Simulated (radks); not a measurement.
Problem. The mean radii <r> (bohr) of the occupied orbitals of an atom or ion are listed with their occupations. Method: Dirac Kohn-Sham, LB94 model potential, spin-unpolarised, spherical densities, finite nucleus; Fermi nuclear charge, rms radius of each element as measured or else 0.836 A^(1/3) + 0.57 fm; computed with a radial shooting solver on a logarithmic mesh with Libxc functionals.

| orbital | occ. | <r> |
|---|---|---|
| 1s1/2 | 2 | 0.01897 |
| 2s1/2 | 2 | 0.07966 |
| 2p1/2 | 2 | 0.06597 |
| 2p3/2 | 4 | 0.07371 |
| 3s1/2 | 2 | 0.2076 |
| 3p1/2 | 2 | 0.1974 |
| 3p3/2 | 4 | 0.2116 |
| 3d3/2 | 4 | 0.1855 |
| 3d5/2 | 6 | 0.1899 |
| 4s1/2 | 2 | 0.4528 |
| 4p1/2 | 2 | 0.4551 |
| 4p3/2 | 4 | 0.4826 |
| 4d3/2 | 4 | 0.4860 |
| 4d5/2 | 6 | 0.4944 |
| 4f5/2 | 4 | 0.4874 |

Name the element and its charge. Open shells, if any, fill j = l - 1/2 first.

Solution. Z = 72, hafnium, charge +22: Hf22+ in [Kr] 4d10 4f4. The 1s radius gives Z: for a bare nucleus <r> = (2 gamma + 1)/(2Z) with gamma = sqrt(1 - (Z/c)^2), 0.01876 bohr for Z = 72, and screening makes it slightly larger (0.01897 here). The occupations add up to 50, and the charge is Z minus that.
